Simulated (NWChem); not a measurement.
# Total energies of ClIn

```
In
Cl 1 2.4486
```
Charge 0, spin multiplicity 1.

All runs are NWChem calculations. Structure: optimised with PBE/def2-SVP with def2 effective core potentials on In, a minimum by its harmonic frequencies.

Basis set: def2-QZVP (152 functions).

```json
[
 {"method": "RHF", "total energy (Ha)": "-648.82560", "relative cost": "1"},
 {"method": "MP2", "total energy (Ha)": "-649.48783", "relative cost": "under 3"},
 {"method": "B2PLYP", "total energy (Ha)": "-650.16997", "relative cost": "4"},
 {"method": "PBE", "total energy (Ha)": "-650.26418", "relative cost": "under 3"},
 {"method": "B3LYP", "total energy (Ha)": "-650.53470", "relative cost": "under 3"},
 {"method": "BLYP", "total energy (Ha)": "-650.41430", "relative cost": "under 3"}
]
```

Total energies of different functionals aren't comparable as a measure of quality: only differences taken within one method are. Costs are rough ratios of processor time within this set of runs, SCF included, with RHF as 1.

Effective core potentials replace the inner electrons of In; spin-orbit coupling is left out. The correlated methods keep 9 core orbitals frozen. B3LYP has NWChem's definition, with VWN1-RPA local correlation. The structure started from a generated list of species.
